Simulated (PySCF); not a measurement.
Ligand exchange on a metal centre used in film growth or etching (Mo F-NH2). Isolated molecules, 0 K electronic values unless said otherwise. One relaxed conformer stands for each flexible species; it need not be the lowest.

Method: PySCF with TPSSh-D3(BJ)/def2-TZVP // BP86-D3(BJ)/def2-SVP. All candidates: neutral, multiplicity 1. 

```json
{
  "LUMO": "-3.51 eV",
  "HOMO": "-7.22 eV",
  "HOMO–LUMO gap": "3.71 eV"
}
```

Question: Which member has these values?
A. [Mo(F)6]
B. [Mo(F)4(NH2)2]
C. [Mo(F)5(NH2)]
D. [Mo(F)3(NH2)3]

Answer: D, [Mo(F)3(NH2)3]. The others give [Mo(F)6]: -6.25 eV, -11.66 eV, 5.42 eV; [Mo(F)5(NH2)]: -5.49 eV, -8.70 eV, 3.21 eV; [Mo(F)4(NH2)2]: -4.59 eV, -8.05 eV, 3.46 eV
